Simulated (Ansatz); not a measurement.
Process, species as SMILES: N[SiH2]N[SiH3] -> [SiH3] (SiH3) + [NH][SiH2]N (the N-Si bond at the site shown breaks; other sites are not compared here)
Structures are relaxed separately at B3LYP-D3(BJ)/def2-TZVP in Ansatz (a quantum-chemistry and plane-wave program), one conformer each, not searched for the lowest.
Geometry of the first species:
SMILES: N[SiH2]N[SiH3]
```xyz
12

N      2.2216     0.9187    -0.0011
Si     1.0984    -0.3576    -0.2317
N     -0.3869     0.0113     0.5648
Si    -2.0129    -0.1240    -0.0083
H      2.0493     1.8538    -0.3341
H      3.2059     0.7277     0.0922
H      1.7970    -1.5497     0.3087
H      0.6933    -0.6302    -1.6328
H     -0.2888     0.2867     1.5341
H     -1.9949    -0.0504    -1.4854
H     -2.8255     0.9869     0.5454
H     -2.6764    -1.3935     0.3853
```
Charge 0, spin multiplicity 1.

Quantity: bond dissociation energy (electronic energy difference), in kcal/mol. Correlated levels leave the core frozen unless marked. Open shells are spin-unrestricted. Spin-orbit coupling is left out. Non-relativistic. CBS(X,Y): correlation extrapolated as X^-3; Hartree-Fock from the larger set.

```
level                                        program  bond dissociation energy (kcal/mol)
------------------------------------  --------------  -----------------------------------
HF/aug-cc-pV(T+d)Z                            Ansatz                                 84.9
PBE/def2-TZVPD                                Ansatz                                105.5
PBE-D4/def2-TZVPD                     Ansatz + dftd4                                107.7
BLYP/def2-TZVPD                               Ansatz                                101.3
r2SCAN/def2-TZVPD                             Ansatz                                105.1
BHLYP-D4/def2-TZVPD                   Ansatz + dftd4                                108.8
wB97X-V/def2-TZVPD                            Ansatz                                113.1
PBE-QIDH/def2-TZVPD                           Ansatz                                112.9
RPA@PBE/cc-pV(Q+d)Z                           Ansatz                                109.1
MP2/6-31G                                     Ansatz                                100.4
MP2/cc-pV(D+d)Z                               Ansatz                                111.0
SCS-MP2/cc-pVTZ                               Ansatz                                115.3
CCSD/cc-pwCVTZ                                Ansatz                                110.3
CCSD/CBS(cc-pV(T+d)Z,cc-pV(Q+d)Z)             Ansatz                                112.8
CCSD(T)/CBS(cc-pV(T+d)Z,cc-pV(Q+d)Z)          Ansatz                                115.1
```
